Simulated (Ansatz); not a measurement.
Consider the cleavage of the Si–B bond: `B[SiH2]COC` + PH₃ → `COC[SiH2]P` + BH₃.

Program: Ansatz. Geometries: PBE0-D4/def2-TZVP. ΔE: electronic, gas phase. CCSD(T)/CBS adds triple-zeta CCSD(T) − MP2 to the extrapolated MP2 energy (def2 sets, frozen cores). This one scheme is used for every species. Functionals use def2-TZVPP. Each species was taken in one conformer, which may not be the lowest.

`B[SiH2]COC`:

Cartesian coordinates in Å:
```
B 1.790 2.052 1.194
Si -0.022 1.272 0.812
C 0.060 -0.318 -0.208
O -1.237 -0.810 -0.437
C -1.240 -1.992 -1.191
H 2.814 1.561 0.817
H 1.875 3.061 1.831
H -0.836 2.289 0.084
H -0.705 0.995 2.111
H 0.676 -1.063 0.324
H 0.580 -0.116 -1.160
H -2.278 -2.299 -1.320
H -0.690 -2.794 -0.679
H -0.786 -1.837 -2.180
```

PH₃:

```xyz
4

P     0.465   -0.347    0.016
H    -0.863   -0.838   -0.077
H     0.259    0.625   -0.998
H     0.139    0.560    1.059
```

`COC[SiH2]P`:

Z-matrix (Å, degrees):
```
C
O 1 1.403
H 1 1.090 2 107.6
H 1 1.099 2 111.3 3 119.4
H 1 1.099 2 111.3 3 -119.5
C 2 1.406 1 112.5 3 179.9
Si 6 1.889 2 109.0 1 -179.9
H 6 1.103 2 111.0 1 59.1
H 6 1.102 2 111.2 1 -59.2
P 7 2.259 6 107.3 2 179.4
H 7 1.486 6 109.9 2 -57.2
H 7 1.487 6 110.0 2 63.0
H 10 1.421 7 94.1 6 79.9
H 10 1.421 7 93.3 6 173.6
```

BH₃:

Cartesian coordinates in Å:
```
B 0.000 0.000 0.000
H -1.132 0.072 -0.372
H 0.675 0.983 0.052
H 0.457 -1.055 0.320
```

| level | ΔE (kJ/mol) |
| --- | --- |
| PBE0-D4 | -37.5 |
| ωB97X-V | -36.7 |
| PBE | -31.1 |
| r2SCAN | -36.4 |
| CCSD/def2-TZVPP | -35.4 |
| MP2/def2-QZVPP | -47.3 |
| HF/CBS(def2) | -37.5 |
| CCSD/CBS(def2) | -38.3 |

Q: What does CCSD(T)/CBS give? (Estimate.)

A: Computed: -39.8 kJ/mol. The listed levels differ from it by 2.3, 3.1, 8.7, 3.4, 4.4, -7.5, 2.3, 1.5 kJ/mol.

Largest T1 diagnostic among the species: 0.013.

From PBE to PBE0 (25 % exact exchange), in def2-TZVPP and without D4, ΔE moves by −3.6 kJ/mol. The D4 term adds −4.9 kJ/mol with B3LYP and −2.7 kJ/mol with PBE0; it sums over pairs of atoms, weighted by their polarisabilities, and B3LYP, whose exchange is more repulsive, gets the larger term.

B3LYP here is the variant with VWN-RPA as its local correlation; programs differ in this.
